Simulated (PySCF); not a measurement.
## Distorted geometries of Bi(CH3)H4

Bi(CH3)H4 (singlet). PySCF 2.14.0, RKS PBE0, Bi def2-SVP with ECP60, C def2-SVP, H def2-SVP; non-relativistic Hamiltonian with scalar-relativistic core potentials where named; density fitting; no spin-orbit coupling. Relaxed geometry:

```xyz
9

Bi    0.0000    0.0000   -0.1681
C     0.0000    0.0000    2.1523
H    -1.0439    0.0000    2.4986
H     0.5219   -0.9040    2.4986
H     0.5219    0.9040    2.4986
H     0.0000    0.0000   -2.0270
H     1.8073    0.0000   -0.1775
H    -0.9036    1.5652   -0.1775
H    -0.9036   -1.5652   -0.1775
```

Order these distorted geometries by energy above the relaxed one, lowest first.
A.
```xyz
9

Bi   -0.0191    0.0776   -0.1801
C    -0.0037   -0.0545    2.2159
H    -1.0826   -0.0034    2.5203
H     0.4858   -0.9213    2.4768
H     0.5375    0.8557    2.5030
H     0.0331    0.0272   -2.0554
H     1.7765    0.0204   -0.1588
H    -0.8719    1.6024   -0.2134
H    -0.8555   -1.6041   -0.1876
```
B.
```xyz
9

Bi    0.0243   -0.0443   -0.1806
C    -0.0261   -0.0197    2.2283
H    -0.9859    0.0389    2.5288
H     0.4979   -0.8621    2.5507
H     0.4641    0.8876    2.4089
H    -0.0544   -0.0865   -2.0603
H     1.8196    0.0298   -0.1454
H    -0.9050    1.6661   -0.2220
H    -0.8347   -1.6098   -0.1878
```
C.
```xyz
9

Bi    0.0194    0.0067   -0.2059
C    -0.0473    0.0250    2.1537
H    -1.0042   -0.0418    2.5248
H     0.5589   -0.8953    2.5243
H     0.5104    0.8455    2.5049
H     0.0321    0.0447   -2.0504
H     1.7840   -0.0032   -0.1829
H    -0.9283    1.5886   -0.1558
H    -0.9250   -1.5702   -0.1921
```

A (0.22 eV), C (0.28 eV), B (0.44 eV).

Which forces (eV/Å) act in the one that lies 0.22 eV up?


```
Bi   0.26 -1.74  0.33
C   -2.20  2.94 -1.49
H    0.82 -0.16 -0.02
H    1.26 -2.44  0.77
H    0.01 -0.03  0.25
H   -0.09  0.06  0.21
H    0.09  0.15 -0.02
H   -0.32  0.62  0.08
H    0.16  0.60 -0.10
```
Forces carry noise of the integration grid, about 0.01 to 0.03 eV/Å.
